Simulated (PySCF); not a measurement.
# A small calculation by hand: dipole moment from atomic charges

Ga(H)(Cl)(OMe) (CH4ClGaO), SMILES [Cl][GaH][O]C. Atoms are numbered in the order given.

```xyz
8

Ga    -0.4658    -0.0563     0.0000
H     -2.0055     0.1377     0.0000
Cl     0.4723    -1.9758     0.0000
O      0.6927     1.2834     0.0000
C      0.3477     2.6385     0.0000
H      0.7665     3.1397    -0.8904
H      0.7665     3.1397     0.8904
H     -0.7450     2.8209     0.0000
```
Charge 0, spin multiplicity 1.

Geometry: PBE0-D3(BJ)/def2-SVP. The structure was generated by enumeration; whether it is a known compound was not checked. One conformer was computed; it need not be the lowest.

Charges (e) from B3LYP/def2-TZVP run with PySCF:

```tsv
atom	IAO	Mulliken
Ga1	0.833	0.533
H2	-0.140	-0.063
Cl3	-0.304	-0.266
O4	-0.596	-0.365
C5	-0.171	-0.151
H6	0.135	0.111
H7	0.135	0.111
H8	0.107	0.091
```

The dipole moment of the full density is 2.59 D.

Task: What dipole moment does each set of point charges give, and which comes closer to that of the density?

Result: 
μ = Σ q r, and 1 e Å = 4.8032 D.
IAO: Σ q r = (-0.596, 0.468, 0.000) e Å, |μ| = 3.64 D.
Mulliken: Σ q r = (-0.451, 0.574, 0.000) e Å, |μ| = 3.50 D.
Mulliken comes closer in size. Point charges leave out the atoms' own dipoles (lone pairs, polarised bonds); fits to the potential absorb them, partitions of the density don't.
